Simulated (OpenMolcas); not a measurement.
**O³⁺: from CASSCF to CASPT2**

```yaml
Program: OpenMolcas
Basis: ANO-RCC-VQZP [5s4p3d2f1g]
Scalar_Hamiltonian: DKH2, point nucleus
Active_space: 3 electrons in 4 orbitals (2s 2p)
State_averaging: 2S+1 = 4 odd, 1 root; 2S+1 = 2 odd, 11 roots; 2S+1 = 4 even, 3 roots; 2S+1 = 2 even, 9 roots
Spin-orbit_coupling: state interaction with AMFI integrals over the reference wave functions, term energies averaged over their components
```

Methods on the same reference wave functions:
A. CASSCF
B. SS-CASPT2, IPEA 0.25 Eh, imaginary shift 0.1 Eh (closed shells correlated: 1s)
C. MS-CASPT2, IPEA 0.25 Eh, imaginary shift 0.1 Eh (closed shells correlated: 1s)

Energies in cm⁻¹ above 2s² 2p ²P°_1/2, the measured ground level; measured values from Moore, Selected Tables of Atomic Spectra, NSRDS-NBS 3, section 10.

```csv
Level,A,B,C,Measured
2s² 2p ²P°_1/2,0.0,0.0,0.0,0.0
2s² 2p ²P°_3/2,353,353,355,386
2s 2p² ⁴P_1/2,65323,70080,70110,71440
2s 2p² ⁴P_3/2,65450,70210,70240,71570
2s 2p² ⁴P_5/2,65661,70420,70450,71756
2s 2p² ²D_3/2,132809,126820,126840,126950
2s 2p² ²D_5/2,132810,126820,126850,126936
2s 2p² ²S_1/2,169316,164350,164380,164366
2s 2p² ²P_1/2,191920,181990,182010,180481
2s 2p² ²P_3/2,192169,182230,182260,180724
2p³ ⁴S°_3/2,228891,230560,230580,231538
2p³ ²D°_3/2,265466,255650,255670,255185
2p³ ²D°_5/2,265467,255650,255680,255156
2p³ ²P°_1/2,301892,290000,290060,289015
2p³ ²P°_3/2,301909,290020,290070,289024
```

Deviations, from unrounded energies. A percentage is the sum of absolute deviations over the sum of measured energies, with the sign that they share, or ± where signs differ.

```
                  Against measurement  Levels     A     B     C
       mean absolute deviation (cm-1)      14  7600   810   810
fine structure of the ground term (%)       1  -8.4  -8.4  -8.0
             other configurations (%)      13  ±4.6  ±0.5  ±0.5
```

B, C lie about equally close to measurement and A furthest from it. The largest miss of B in the table is 2s 2p² ²P_3/2, by +1500 cm-1. The ranking rests on the paired levels alone, and a cruder setting can come out closer through cancelling errors.

Between B and C the level of the table that moves most is 2p³ ²P°_1/2, by 57 cm-1 (lowest in B, highest in C). Moves below CASPT2's spread within the term are not significant.

The two smallest mean deviations differ by little beside CASPT2's spread within terms, so their order carries little weight.

The lowest spin-free term lies below A's lowest term by 0.050 hartree in B, 0.050 hartree in C.

Term energies are means over components that CASPT2 splits; among the terms shown or strongly mixed into the levels shown the widest spread is 420 cm-1 (2p³ ²D°, C). Measured partners are found by configuration, term and J. A level has none where our copy of the source lacks it or the pairing is in doubt (some pairs that miss far off the trend of their configuration count as doubtful), and it then counts in no deviation. Only configurations of the active space appear.

° marks odd parity.
